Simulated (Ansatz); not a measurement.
`OC[SiH](O)[SiH3]` → `OC(O)[SiH2][SiH3]`  (isomerisation)

Calculated with Ansatz (gas phase, PBE0-D4/def2-TZVP geometries, no zero-point term in ΔE). CCSD(T)/CBS adds triple-zeta CCSD(T) − MP2 to the extrapolated MP2 energy (def2 sets, frozen cores). Functionals use def2-TZVPP. B3LYP here is the variant with VWN-RPA as its local correlation; programs differ in this. One conformer a species, not always the lowest.

| level | ΔE (kcal/mol) | difference from CCSD(T)/CBS |
| --- | --- | --- |
| PBE-D4 | 29.8 | -3.1 |
| r2SCAN-D4 | 32.0 | -0.9 |
| PBE0-D4 | 30.8 | -2.1 |
| B3LYP-D4 | 32.0 | -0.9 |
| B2PLYP | 32.7 | -0.2 |
| PBE | 29.8 | -3.1 |
| B3LYP | 32.0 | -0.9 |
| HF/def2-TZVPP | 33.0 | 0.1 |
| MP2/def2-TZVPP | 33.6 | 0.7 |
| SCS-MP2/def2-TZVPP | 33.1 | 0.2 |
| CCSD(T)/def2-TZVPP | 31.8 | -1.1 |
| HF/def2-QZVPP | 33.3 | 0.4 |
| MP2/def2-QZVPP | 34.3 | 1.4 |
| SCS-MP2/def2-QZVPP | 33.8 | 0.9 |
| MP2/CBS(def2) | 34.7 | 1.8 |
| CCSD/CBS(def2) | 33.3 | 0.4 |
| CCSD(T)/CBS | 32.9 | 0 |

Largest T1 diagnostic among the species: 0.013.

From PBE to PBE0 (25 % exact exchange), in def2-TZVPP and without D4, ΔE moves by +1.0 kcal/mol.
